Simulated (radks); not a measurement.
Spherical quantum dot in the effective-mass picture: electrons in a parabolic well V = omega^2 r^2 / 2 with omega = 0.679, with a point charge +2 (a donor) at the centre, all in effective atomic units (hartree* = m*/eps^2 hartree, bohr* = eps/m* bohr), one dielectric constant everywhere. Calculated with a radial shooting solver with Libxc functionals: non-relativistic Kohn-Sham, LDA (Slater exchange, Perdew-Wang correlation), spin-polarised, spherical densities. Levels are named by radial order and angular momentum (1s, 1p, 1d, 2s, ...), and open shells are averaged over m. Results are scaled to m* = 0.115 and eps = 11.7, for which hartree* = 22.86 meV and bohr* = 5.384 nm. At N = 6 the configuration is 1s2 1p(up 3, down 1). Does electron 7 go into 1p down or 2s down or 2s up?

Answer. Into 1p down. The total energies of the other choices lie higher by 2.08 meV (2s up), 3.16 meV (2s down).
